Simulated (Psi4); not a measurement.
C$_{2}$H$_{5}$Br$_{3}$Si (SMILES CC[Si](Br)(Br)Br), singlet, geometry from GFN2-xTB; PBE/def2-SV(P) (Psi4).

Psi4 was given this input:
```
memory 2 GB

molecule {
0 1
C    -3.02002139   -0.52742732   -0.43395033
C    -2.01354024    0.57486250   -0.74221959
Si   -0.27103072    0.15657225   -0.13861650
Br    0.48365015   -1.70828039   -1.07938785
Br    1.12696931    1.81689757   -0.62997945
Br   -0.23477737   -0.17515515    2.05704101
H    -4.00660580   -0.24812377   -0.79646349
H    -3.09145568   -0.70182015    0.63839609
H    -2.73548311   -1.46146605   -0.91566829
H    -2.33905960    1.50844918   -0.27807431
H    -1.98606921    0.75516725   -1.81911945
}

set {
  basis def2-sv(p)
}

energy('pbe')
print_variables()
```

Q: Write the output that Psi4 gives for this input, abridged.

A: 
```
   => Loading Basis Set <=

    Name: DEF2-SV(P)
    Role: ORBITAL
    Keyword: BASIS

         ---------------------------------------------------------
                                   SCF
               by Justin Turney, Rob Parrish, Andy Simmonett
                          and Daniel G. A. Smith
                              RKS Reference
         ---------------------------------------------------------

  ==> Geometry <==

    Molecular point group: c1
    Full point group: C1

    Geometry (in Angstrom), charge = 0, multiplicity = 1:

       Center              X                  Y                   Z               Mass
    ------------   -----------------  -----------------  -----------------  -----------------
         C           -3.109629803308    -0.525894209467    -0.455225354070    12.000000000000
         C           -2.103148653308     0.576395610533    -0.763494614070    12.000000000000
         SI          -0.360639133308     0.158105360533    -0.159891524070    27.976926534650
         BR           0.394041736692    -1.706747279467    -1.100662874070    78.918337600000
         BR           1.037360896692     1.818430680533    -0.651254474070    78.918337600000
         BR          -0.324385783308    -0.173622039467     2.035765985930    78.918337600000
         H           -4.096214213308    -0.246590659467    -0.817738514070     1.007825032230
         H           -3.181064093308    -0.700287039467     0.617121065930     1.007825032230
         H           -2.825091523308    -1.459932939467    -0.936943314070     1.007825032230
         H           -2.428668013308     1.509982290533    -0.299349334070     1.007825032230
         H           -2.075677623308     0.756700360533    -1.840394474070     1.007825032230

  Running in c1 symmetry.

  Rotational constants: A =      0.02273  B =      0.02113  C =      0.01583 [cm^-1]
  Rotational constants: A =    681.46753  B =    633.40694  C =    474.50448 [MHz]
  Nuclear repulsion = 1228.855891423918592

  Charge       = 0
  Multiplicity = 1
  Electrons    = 136
  Nalpha       = 68
  Nbeta        = 68

  ==> Algorithm <==

  SCF Algorithm Type is DF.
  DIIS enabled.
  MOM disabled.
  Fractional occupation disabled.
  Guess Type is SAD.
  Energy threshold   = 1.00e-06
  Density threshold  = 1.00e-06
  Integral threshold = 1.00e-12

  ==> Primary Basis <==

  Basis Set: DEF2-SV(P)
    Blend: DEF2-SV(P)
    Number of shells: 66
    Number of basis functions: 152
[...]
   @DF-RKS iter   4: -8088.81769839600565   -5.83109e-02   5.57554e-04 ADIIS/DIIS
   @DF-RKS iter   5: -8088.82134688186579   -3.64849e-03   1.29174e-04 ADIIS/DIIS
   @DF-RKS iter   6: -8088.82152291221882   -1.76030e-04   4.49751e-05 DIIS
   @DF-RKS iter   7: -8088.82154667465784   -2.37624e-05   1.02828e-05 DIIS
   @DF-RKS iter   8: -8088.82154776900825   -1.09435e-06   5.16341e-06 DIIS
   @DF-RKS iter   9: -8088.82154814433034   -3.75322e-07   5.78621e-07 DIIS
  Energy and wave function converged.

  ==> Post-Iterations <==

   Electrons on quadrature grid:
      Ntotal   =  136.0001318652 ; deviation = 1.319e-04

    Orbital Energies [Eh]
    ---------------------

    Doubly Occupied:

[...]
    Virtual:

[...]
    Final Occupation by Irrep:
              A
    DOCC [    68 ]
    NA   [    68 ]
    NB   [    68 ]

  @DF-RKS Final Energy: -8088.82154814433034

   => Energetics <=

    Nuclear Repulsion Energy =           1228.8558914239185924
    One-Electron Energy =              -13705.3328634186509589
    Two-Electron Energy =                4693.9165295998936926
    DFT Exchange-Correlation Energy =    -306.2611057494916054
    Empirical Dispersion Energy =           0.0000000000000000
    VV10 Nonlocal Energy =                  0.0000000000000000
    Total Energy =                      -8088.8215481443303361

Computation Completed

Properties will be evaluated at   0.000000,   0.000000,   0.000000 [a0]

Properties computed using the SCF density matrix

 Multipole Moments:

 ------------------------------------------------------------------------------------
     Multipole            Electronic (a.u.)      Nuclear  (a.u.)        Total (a.u.)
 ------------------------------------------------------------------------------------

 L = 1.  Multiply by 2.5417464519 to convert [e a0] to [Debye]
 Dipole X            :         22.2846687          -23.0296091           -0.7449404
 Dipole Y            :         -0.2634497            0.3940138            0.1305641
 Dipole Z            :          5.2332833           -5.4677400           -0.2344567
 Magnitude           :                                                    0.7918037

 ------------------------------------------------------------------------------------

  Variable Map:
  ----------------------------------------------------------------------------
[...]
  Array Variable Map:
  ----------------------------------------------------------------------------
[...]
[...]
```
